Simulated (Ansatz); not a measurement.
Harmonic frequencies (cm⁻¹) at PBE0-D4/def2-TZVP from Ansatz: 62, 100, 118, 323, 368, 445, 448, 524, 574, 601, 635, 663, 747, 790, 813, 878, 908, 918, 1096, 1294, 1361, 2241, 2243, 2265, 2588, 3121, 3201.

Each molecule was computed in one conformer, which needn't be the lowest.

Which molecule is it?
A. `[SiH3]B[CH2][GaH2]`
B. `[SiH3]C1(S)CO1`
C. `FB[SiH]1C[SiH2]1`
D. `[TeH]B1N[SiH2]1`

C.
